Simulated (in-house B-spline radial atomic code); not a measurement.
## RPA and G0W0 on r2SCAN: Xe³⁺

Configuration [Kr] 4d10 5s2 5p3, highest spin, mean-field start r2SCAN. Computed with an all-electron radial atomic-structure program (B-spline basis): all electrons, scalar-relativistic (spin-free one-electron X2C), finite nucleus, each spin shell either full or empty, empty states to l = 9 with an (l + 1/2)⁻⁴ tail; G0W0 by contour deformation at full frequency.

Spin-orbit coupling, left out, splits p levels strongly here.

Command:
```bash
python run_gw.py task.json out
```
Settings (radii: box in bohr, nucleus in fm):
```
Z                        54
electrons                51
configuration            [Kr] 4d10 5s2 5p3
hamiltonian              x2c
method                   r2scan
lmax                     9
rms_radius               4.7859
spin_polarised           True
box_radius               14.14
intervals                68
```

Run time, properties included: 6.8 s on 1 thread of Arm Neoverse N1, with other jobs on the host.

Energies (hartree):

```csv
term,value
mean-field total,-7444.21405
Hartree-Fock functional on these orbitals,-7441.31421
direct second order,-4.577
second-order exchange,1.2553
SOSEX correction,1.1709
```

(1) What is the RPA correlation energy, and what remains with SOSEX?

Quasi-particle levels (eV):

| level | occupied | mean field | Σx - vxc | Σc | QP weight | G0W0 |
| --- | --- | --- | --- | --- | --- | --- |
| 5p up | yes | -38.63 | -4.62 | ? | ? | ? |
| 5s down | yes | -48.37 | -3.11 | -2.65 | 0.943 | -54.14 |
| 4d down | yes | -93.70 | -11.42 | 2.18 | 0.892 | -102.94 |
| 5p down | no | -34.45 | 6.28 | -2.67 | 0.941 | -30.84 |

G0W0 = mean field + (Σx - vxc) + Σc, with Σc (partial-wave tail included) taken at the quasi-particle energy. Only the outer levels were computed. Levels of low weight are left out.

(2) Where does G0W0 put 5p up?

## Answers

(1) RPA gives -4.0178 hartree (-2.14 eV per electron); RPA + SOSEX gives -2.8469, and the second-order doubles -3.3216 hartree (no singles). RPA lacks exchange-type terms and so overcorrelates at short range.

(2) At -43.84 eV, with Σc = -0.59 eV and a quasi-particle weight of 0.941. The tabulated removal energy is 42.2 ± 0.2 eV (NIST, measured); the calculation leaves out spin-orbit coupling, Breit and QED terms, and what these don't explain is the method's own error.
